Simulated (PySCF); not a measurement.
Compound: C4H12AlF2N.
Structure used (PBE0-D3(BJ)/def2-SVP), in Å, numbered top down from 1:
```xyz
20
C4H12AlF2N angstrom
C     -1.507    0.220    1.071
N     -0.434   -0.027    0.093
C     -0.823   -1.136   -0.795
Al    -0.289    1.726   -1.043
C      0.802   -0.302    0.840
C      2.066   -0.468    0.022
F      3.091   -0.550    0.898
F      2.041   -1.624   -0.683
H     -2.441    0.436    0.538
H     -1.247    1.091    1.689
H     -1.649   -0.660    1.723
H     -1.774   -0.877   -1.279
H     -0.947   -2.070   -0.221
H     -0.063   -1.288   -1.568
H      0.731    1.277   -2.200
H      0.303    2.691    0.100
H     -1.832    1.893   -1.451
H      0.685   -1.217    1.451
H      0.978    0.544    1.519
H      2.252    0.362   -0.680
```

Computed with PBE0-D3(BJ)/def2-SVP geometry optimisation, gas phase (PySCF 2.14.0).

Take the most abundant isotopes and a rigid rotor. The values belong to one conformer with, in the numbering `[CH3:1][N+:2]([CH3:3])([AlH3-:4])[CH2:5][CH:6]([F:7])[F:8]`, C1–N2–C5–C6 -175°, N2–C5–C6–F7 173°.

(1) What are A, B and C (cm⁻¹)?

(2) What kind of rotor is it?

(3) What does the inertial defect say?

(4) Give the other two planar moments, Paa and Pbb, and the rms extents of the mass along the axes.

(5) Where do the levels up to J = 3 lie, in K?

(6) Which types of transition are allowed, and where do some lines up to J = 3 fall?

(7) Estimate the classical rotational partition function at 10 K, 298.15 K and 500 K.

Results:

(1) Ia = 221.69, Ib = 488.86, Ic = 521.13 u·Å²; 505379 MHz·u·Å²/I gives 2280, 1034 and 969.8 MHz, that is A = 0.07604, B = 0.03448, C = 0.03235 cm⁻¹.

(2) A near-prolate asymmetric top: κ = (2 × 1034 − 2280 − 969.8)/(2280 − 969.8) = -0.90.

(3) Not planar: Δ = Ic − Ia − Ib = -189.42 u·Å². For a rigid frame Δ = −2 Σ m c², so Σ m c² = 94.71 u·Å² lies off the ab plane: 21.14 from hydrogen and 73.57 from heavier atoms. The atom farthest from that plane is 2.02 Å away.

(4) Paa = Σ m a² = (Ib + Ic − Ia)/2 = 394.15 and Pbb = Σ m b² = (Ia + Ic − Ib)/2 = 126.98 u·Å². With the mass M = 139.08 u, the rms extents √(P/M) along a, b and c are 1.68, 0.96, 0.83 Å.

(5) Above 0(0,0), as E/k:
J = 1: 1(0,1) 0.096, 1(1,1) 0.156, 1(1,0) 0.159
J = 2: 2(0,2) 0.288, 2(1,2) 0.345, 2(1,1) 0.354, 2(2,1) 0.534, 2(2,0) 0.534
J = 3: 3(0,3) 0.576, 3(1,3) 0.629, 3(1,2) 0.647, 3(2,2) 0.822, 3(2,1) 0.823, 3(3,1) 1.129, 3(3,0) 1.129
The levels of one J sum to (2J + 1)J(J + 1)(A + B + C)/3.

(6) The dipole components are |μa| = 0.08 D, |μb| = 4.15 D, |μc| = 1.37 D. The squared components, which scale the intensities, stand as 0.00 : 1.00 : 0.11 (a : b : c). Some lines, for components of 0.1 D or more:

```csv
type,branch,"J(Ka,Kc)",MHz,lower level (cm⁻¹)
c,Q,"3(1,3) ← 3(0,3)",1096,0.401
c,Q,"1(1,1) ← 1(0,1)",1246,0.067
c,R,"1(1,0) ← 0(0,0)",3313,0.000
c,Q,"3(2,2) ← 3(1,2)",3643,0.450
b,Q,"3(2,1) ← 3(1,2)",3655,0.450
c,Q,"2(2,1) ← 2(1,1)",3738,0.246
b,Q,"2(2,0) ← 2(1,1)",3740,0.246
b,Q,"3(2,2) ← 3(1,3)",4027,0.437
b,R,"2(1,2) ← 1(0,1)",5189,0.067
c,Q,"3(3,1) ← 3(2,1)",6379,0.572
b,Q,"3(3,0) ← 3(2,1)",6379,0.572
b,Q,"3(3,1) ← 3(2,2)",6391,0.571
c,R,"3(1,2) ← 2(0,2)",7481,0.200
b,R,"2(2,1) ← 1(1,0)",7809,0.111
c,R,"2(2,0) ← 1(1,0)",7811,0.111
c,R,"2(2,1) ← 1(1,1)",7873,0.108
b,R,"2(2,0) ← 1(1,1)",7875,0.108
c,R,"3(2,1) ← 2(1,1)",9760,0.246
b,R,"3(2,1) ← 2(1,2)",9952,0.240
b,R,"3(3,1) ← 2(2,0)",12399,0.371
c,R,"3(3,0) ← 2(2,0)",12399,0.371
c,R,"3(3,1) ← 2(2,1)",12402,0.371
b,R,"3(3,0) ← 2(2,1)",12402,0.371
```

(7) Point group C1, symmetry number σ = 1; q = (√π/σ)·√((kT/h)³/(ABC)), k/h = 20836.6 MHz/K: 3530 at 10 K, 574000 at 298.15 K, 1250000 at 500 K.

No frequency check. Constants of a rigid frame at the computed geometry: no zero-point averaging, no centrifugal distortion. A rigid rotor knows nothing of internal rotation, which can split or shift real lines. Quadrupole hyperfine structure (14N, 27Al) is left out.

Hardware: one thread, Arm Neoverse N1 (aarch64) (shared host). Cost: 5.3 min wall, 0.74 GiB resident at most. That covers the optimisation of the geometry.
